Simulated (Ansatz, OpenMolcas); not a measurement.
CH2Br2 (SMILES BrCBr): methods side by side

CH2Br2 has 5 atoms, charge 0, and is taken as a singlet. SMILES: `BrCBr`. Geometry: relaxed at PBE0-D4/def2-TZVP.

Quantity: the atomisation enthalpy at 298 K, in kJ/mol. The values are calculated. The thermal term (zero-point and 298 K enthalpy, harmonic and unscaled) is that of PBE0-D4/def2-TZVP; the spin-orbit lowering of the free atoms at 298 K, 29.4 kJ/mol by their spectra, is taken off.

Measured value to compare with: Active Thermochemical Tables gives the atomisation enthalpy at 298 K of the gas as 1373 kJ/mol.

| level | kind | program | value (kJ/mol) | computed − measured | CPU time (all runs) |
| --- | --- | --- | --- | --- | --- |
| SVWN5/def2-SVPD | LDA | Ansatz | 1628 | +255 | 8.9 s |
| PBE/def2-SVPD | GGA | OpenMolcas | 1411 | +38 | 51 s |
| TPSS/def2-SVPD | meta-GGA | OpenMolcas | 1387 | +14 | 65 s |
| r2SCAN/def2-SVPD | meta-GGA | OpenMolcas | 1381 | +8 | 76 s |
| BHLYP/def2-SVPD | global hybrid | OpenMolcas | 1293 | -80 | 50 s |
| M06-2X/def2-SVPD | hybrid meta-GGA | OpenMolcas | 1351 | -22 | 62 s |
| CCSD(T)/def2-SVPD | coupled cluster or CI | Ansatz | 1289 | -84 | 42 s |
| CCSD/def2-SVPD | coupled cluster or CI | Ansatz | 1264 | -109 | 29 s |

Nearest: r2SCAN/def2-SVPD (+8 kJ/mol); farthest: SVWN5/def2-SVPD (+255 kJ/mol). Computed less measured by kind, in kJ/mol (def2-SVPD rows): LDA +255; GGA +38; meta-GGA +8 to +14; global hybrid -80 to -22; coupled cluster or CI -109 to -84. Wave-function methods converge slowly with the basis and bind too weakly in sets of this size; that is part of their error here. All-electron rows without a relativistic Hamiltonian named are non-relativistic. In the correlated wave-function rows the outer d shell of Br is correlated, in sets not made for it. Times are those of the runs behind each value, whatever else they computed, on shared processors of several kinds: orders of magnitude only.
